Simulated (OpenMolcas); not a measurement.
# Levels of Cr+ by method

```yaml
Program: OpenMolcas 26.06
Basis: ANO-L-VQZP [7s6p4d3f2g]
Scalar_Hamiltonian: non-relativistic, point nucleus
Active_space: 5 electrons in 5 orbitals (3d)
State_averaging: 2S+1 = 6 even, 1 root; 2S+1 = 4 even, 24 roots (17 in the spin-orbit step); 2S+1 = 2 even, 75 roots (13 in the spin-orbit step)
Spin-orbit_coupling: RASSI with atomic mean-field integrals over the reference wave functions, term energies averaged over their components
```

Methods on the same reference wave functions:
A. CASSCF
B. SS-CASPT2, IPEA 0.25 Eh, imaginary shift 0.1 Eh (closed shells correlated: 3s 3p)

Energies in cm-1 above 3d5 6S 5/2, the measured ground level; measured values from NIST Handbook of Basic Atomic Spectroscopic Data.

| Level | A | B | Measured |
| --- | --- | --- | --- |
| 3d5 6S 5/2 | 0.0 | 0.0 | 0.0 |
| 3d5 4G 7/2 | 26360 | 21080 | 20518 |
| 3d5 4G 9/2 | 26360 | 21080 | 20519 |
| 3d5 4G 5/2 | 26360 | 21080 | 20512 |
| 3d5 4G 11/2 | 26360 | 21080 | 20512 |
| 3d5 4P 5/2 | 30268 | 22840 | 21823 |
| 3d5 4P 3/2 | 30270 | 22840 | 21824 |
| 3d5 4P 1/2 | 30292 | 22860 | 21824 |
| 3d5 4D 7/2 | 32785 | 25430 |  |
| 3d5 4D 1/2 | 32795 | 25440 |  |
| 3d5 4D 3/2 | 32818 | 25460 |  |
| 3d5 4D 5/2 | 32828 | 25470 |  |

Deviations, from unrounded energies. A percentage is the sum of absolute deviations over the sum of measured energies, with the sign that they share, or ± where signs differ.

```json
{"Against measurement": "mean absolute deviation (cm-1)", "Levels": "7", "A": "7000", "B": "760"}
{"Against measurement": "other terms of the ground configuration (%)", "Levels": "7", "A": "+33.0", "B": "+3.6"}
```

B lies closest to measurement on these levels. The largest miss of B in the table is 3d5 4P 1/2, by +1000 cm-1. The ranking rests on the paired levels alone, and a cruder setting can come out closer through cancelling errors.

From A to B the spin-free energies of the other terms of 3d5 shown, above 6S, scale by factors of 0.75 to 0.80, as is usual when dynamic correlation screens the repulsion within a d or f shell.

The lowest spin-free term lies below A's lowest term by 0.450 hartree in B.

CASPT2 breaks the degeneracy within a term, and the mean is taken; among the terms shown or strongly mixed into the levels shown the widest spread is 72 cm-1 (3d5 4G, B). Some high roots are left out of the spin-orbit mixing, which shifts the levels that they would mix with. Without dynamic correlation excited terms often stand tens of per cent too high (terms of higher spin than the ground term too low), and those without a measured partner can miss by more than the paired ones (holds for A). Computed and measured levels are paired by configuration, term and J; levels that our copy of the source lacks, or whose pairing is in doubt (as where it misses far off the trend of its configuration), stay unpaired and out of the deviations. Levels of configurations outside the active space are missing. Levels that lie high or do not pair safely by name in every column are left out.
